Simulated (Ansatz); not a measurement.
Start from `F[SiH]1[O][GeH2]1` and change one atom or group to get `F[Si@H]1[O][Ge@H]1[SiH3]`.

Ansatz, PBE0-D4/def2-TZVP geometries, multiplicity 1. 

Scalar relativity is left out up to krypton.

```json
{"property": "HOMO energy (PBE0/def2-TZVPP) / eV", "`F[SiH]1[O][GeH2]1`": "-7.26"}
{"property": "size of the dipole moment (ωB97M-V/def2-TZVPP) / D", "`F[SiH]1[O][GeH2]1`": "2.12"}
{"property": "HOMO–LUMO gap (PBE0/def2-TZVPP) / eV", "`F[SiH]1[O][GeH2]1`": "6.05"}
{"property": "size of the dipole moment (B3LYP/def2-TZVPP) / D", "`F[SiH]1[O][GeH2]1`": "2.09"}
{"property": "HOMO–LUMO gap (PBE/def2-TZVPP) / eV", "`F[SiH]1[O][GeH2]1`": "4.12"}
{"property": "HOMO–LUMO gap (ωB97M-V/def2-TZVPP) / eV", "`F[SiH]1[O][GeH2]1`": "9.95"}
```

**Question.** What does the change do to each property? (Estimate.)

**Answer.** Computed: 
```
                                          property  `F[Si@H]1[O][Ge@H]1[SiH3]`  shift
                HOMO energy (PBE0/def2-TZVPP) / eV                       -7.06   0.20
size of the dipole moment (ωB97M-V/def2-TZVPP) / D                        2.04  -0.08
              HOMO–LUMO gap (PBE0/def2-TZVPP) / eV                        5.63  -0.42
  size of the dipole moment (B3LYP/def2-TZVPP) / D                        2.02  -0.07
               HOMO–LUMO gap (PBE/def2-TZVPP) / eV                        3.78  -0.34
           HOMO–LUMO gap (ωB97M-V/def2-TZVPP) / eV                        9.44  -0.51
```

With PBE0 the HOMO rises by 0.20 eV and the LUMO falls by 0.22 eV, so the gap narrows by about 0.42 eV. PBE moves the HOMO by 0.15 eV and ωB97M-V by 0.25 eV. Dipoles are sizes alone; their direction can turn.

B3LYP here is the variant with VWN-RPA as its local correlation; programs differ in this.
